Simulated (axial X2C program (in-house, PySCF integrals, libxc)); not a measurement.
**GeS⁺ along the bond: PBE0, 2c**

Calculated with an in-house relativistic program for diatomic molecules. Two-component (2c) means X2C with spin–orbit coupling and atomic mean-field two-electron Coulomb and Gaunt terms. Basis: Ge dyall-v3z [9s9p7d1f], S dyall-v3z [8s7p2d1f] (cores contracted in-house); Gaussian nuclei, density fitting, unrestricted open shells. Masses: Ge 73.921 u, S 31.972 u.

State: Ω = 3/2 (⟨Sz⟩ = 0.50, ⟨Lz⟩ = 1.00 at PBE0). Dipoles are positive if S is the positive end and refer to the centre of mass.

```tsv
R (Å)	μ (D)	HOMO (eV)	LUMO (eV)
1.892	0.459	-14.76	-13.08
1.979	0.056	-14.79	-12.68
2.045	-0.247	-14.78	-12.39
2.110	-0.545	-14.54	-12.13
2.175	-0.837	-14.26	-11.88
2.251	-1.163	-13.96	-11.61
2.327	-1.471	-13.67	-11.37
2.425	-1.828	-13.34	-11.09
2.545	-2.176	-12.96	-10.82
2.719	-2.348	-12.49	-10.52
```

Question: The minimum lies at 2.169 Å. What is the dipole moment there?

Answer: At PBE0, 2c, with the sign and origin stated: μ = -0.81 D.

Occupations by symmetry block were frozen at the best pattern of an incomplete PBE0 search. Density functionals use the spin component along the axis (collinear). The functionals have no current-density term, which raises determinants with orbital currents, atoms included.
